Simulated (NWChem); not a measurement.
System: GeO anion, doublet; SMILES of the neutral closed-shell parent [O]=[Ge]

The following NWChem deck was run.

```
start job
memory heap 200 mb stack 900 mb global 1100 mb
charge -1
geometry units angstroms noautosym nocenter noautoz
  Ge     0.000000     0.000000     0.344961
  O      0.000000     0.000000    -1.371169
end
basis spherical
  Ge library def2-svp
  O library def2-svp
end
dft
  odft
  mult 2
  xc hfexch
  iterations 150
end
property
  efieldgrad
end
task dft property
```

The state is orbitally degenerate and is run as one real component. Sets without diffuse functions describe the anion's extra electron poorly. Structure relaxed at the B3LYP/def2-SVPD, spin-unrestricted level. The spin multiplicity was typed, not searched, and may not be the lowest. No stability test was run on the SCF state.

Vzz is the largest principal value of the second derivative of the potential at the nucleus (NWChem prints the opposite sign); η is the asymmetry. Non-relativistic.

Atoms are numbered as in the input.

Predict the main results of this run. (UHF/def2-SVP.) Quantities: Vzz Ge1 (a.u.); η Ge1; Vzz O2 (a.u.); η O2.


```
Property        Result
--------------  ------
Vzz Ge1 (a.u.)   2.973
η Ge1             0.39
Vzz O2 (a.u.)   -0.961
η O2              0.62
```
